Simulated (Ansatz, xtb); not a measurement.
**Two isomers of C4H2F2N2**

Structure a: `Fc1cncc(F)n1`, a singlet. Structure b: `Fc1nccnc1F`, a singlet. Both are isolated molecules in the gas phase, relaxed with B3LYP-D3(BJ)/def2-SVP.

Energies in hartree; the thermal terms are from GFN2-xTB frequencies at re-optimised GFN2-xTB minima (ideal gas, soft modes damped towards free rotors, one conformer each, 298.15 K, 1 atm) and include the zero-point energy:

```
                              a           b
E, CCSD(T)/def2-SVP  −461.281177  −461.277915
    E, MP2/def2-SVP  −461.215474  −461.212161
  E, MP2/def2-TZVPP  −462.071254  −462.068347
  zero-point energy     0.057885     0.057887
       H(298 K) − E     0.064811     0.064851
       G(298 K) − E     0.028215     0.028163
```

**Question.** Correct the CCSD(T) difference for the basis set by the MP2 change, then work out ΔE, ΔE₀, ΔH and ΔG for a → b in kcal/mol (1 Eh = 627.51 kcal/mol) and the equilibrium ratio [b]/[a].

**Answer.** 1. Differences b − a: CCSD(T) +0.003262, MP2 in the small set +0.003313, MP2 in the large set +0.002907 Eh.
2. ΔE = +0.003262 + (+0.002907 − (+0.003313)) = +0.002856 Eh = +1.79 kcal/mol.
3. ΔE₀ = ΔE + ΔZPE = +0.002856 + (+0.000002) Eh = +1.79 kcal/mol.
4. ΔH = ΔE + (+0.000040) Eh = +1.82 kcal/mol.
5. ΔG = ΔE + (−0.000052) Eh = +1.76 kcal/mol, so ΔS = (ΔH − ΔG)/T = +0.8 J/(mol K).
6. kT = 0.9442 mEh, so K = [b]/[a] = exp(−ΔG/kT) = exp(−2.97) ≈ 0.051.

Structure a is favoured at this temperature. An error of 1 kcal/mol in ΔG would change K by a factor of 5.4. Mirror images and further conformers aren't counted.

As drawn, both hold the same kinds of bond in the same numbers.

Other levels gave ΔE = +3.3 (GFN2-xTB); +2.7 (HF/STO-3G, GFN2-xTB geometries); +2.4 (r2SCAN-D4/def2-SVP, GFN2-xTB geometries); +2.2 (B3LYP-D3(BJ)/def2-SVP); +2.8 (HF/def2-SVP); +2.1 (MP2/def2-SVP); +2.0 (CCSD(T)/def2-SVP) kcal/mol. The correlated steps freeze 8 core orbitals. Programs: Ansatz 0.2.0, xtb 6.7.1.
